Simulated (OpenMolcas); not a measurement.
**V2+: moving the ligands**

V2+ with 6 ligands (fluoride) in octahedral coordination (Oh) at 2.1 Å. A charge of +0.667 e stands 2.4 Å behind each ligand. Ligand basis ANO-RCC-VDZP.

```yaml
Program: OpenMolcas 26.06
Method: CASSCF
Basis: ANO-RCC-VDZP [5s4p2d1f]
Scalar_Hamiltonian: DKH2, point nucleus
Active_space: 3 electrons in 5 orbitals (3d)
State_averaging: 2S+1 = 4 even, 10 roots; 2S+1 = 2 even, 40 roots
Spin-orbit_coupling: state interaction with AMFI integrals over the reference wave functions
```

Runs around this geometry, states (labels of O, the rotations of Oh). Energies in cm-1 above the lowest state or level, χT in cm3 K/mol; 10Dq and B are least-squares fits to the states below 45000 cm-1, weighted by degeneracy, with a free offset, and given where the rms deviation is under 5 % of |10Dq| (or 100 cm-1) and under 700 cm-1.

| R (Å) | Ground state | First state of that spin | 10Dq | B (rms of fit) | First gap with spin-orbit (degeneracies) | χT at 300 K | First state of another spin |
| --- | --- | --- | --- | --- | --- | --- | --- |
| 2.07 | 4A2 | 4T2 10068 | 10440 | 926 (133) | 10000 (4, 2) | 1.851 | 2E 16693 |
| 2.1 | 4A2 | 4T2 9283 | 9608 | 934 (136) | 9215 (4, 2) | 1.849 | 2E 16648 |
| 2.24 | 4A2 | 4T2 6378 |  |  | 6311 (4, 2) | 1.835 | 2E 16451 |

Taking the first state of the same spin as R^-n, n = -ln(6378 / 10068) / ln(2.24 / 2.07) = 5.8 between the shortest and longest distance.

Without dynamic correlation the repulsion within the d shell is too large (B by tens of per cent), so at a given field states of lower spin stand too high. Ligand-to-metal charge-transfer states are missing. With no ligand orbital active B as a rule stays too high, so bands that hang on it stand too high and its fall with covalency is understated. With metal d orbitals alone and no dynamic correlation the field as a rule comes out too small, by tens of per cent, by up to half for chloride and softer ligands. No measured value stands beside these numbers; the geometry is a model, was not optimised and need not be the one that this ion takes.
